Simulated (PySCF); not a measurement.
Gas-phase reaction: GaH3 + 3 H2O → Ga(OH)3 + 6 H

Computed with PySCF (xtb for GFN2) and rigid-rotor harmonic-oscillator thermochemistry at 1 bar. † marks an energy on the PBE0/def2-TZVP geometry and frequencies; other levels use their own. MP2 and CCSD(T) freeze the core. 6-31G* has spherical d functions here. Open shells (unrestricted): H (multiplicity 2); the rest are closed-shell singlets. GFN2 has no spin-polarisation term. B3LYP is the form with VWN-RPA correlation. Ga: all electrons, no relativistic terms. GaH3, Ga(OH)3: computed as isolated molecules; such fragments, hydroxides, amides, oligomers or adducts are transient or little studied in the gas. MP2 isn't extrapolated to the basis-set limit. CCSD(T) isn't extrapolated to the basis-set limit.

```
level               ΔH°(298 K), kJ
------------------  --------------
B3LYP/6-31G*                     …
BLYP/def2-TZVP†                  …
CCSD(T)/def2-SVP†             1058
GFN2-xTB                      1257
HF/6-31G*                        …
MP2/def2-SVP†                  970
PBE0/def2-TZVP                   …
r2SCAN/def2-TZVP†             1096
LDA/def2-TZVP†                1189
ωB97M-V/def2-TZVP†            1129
```

Some entries are withheld; supply them.


- B3LYP/6-31G*, ΔH°(298 K), kJ: 1104
- BLYP/def2-TZVP†, ΔH°(298 K), kJ: 1131
- HF/6-31G*, ΔH°(298 K), kJ: 816
- PBE0/def2-TZVP, ΔH°(298 K), kJ: 1094
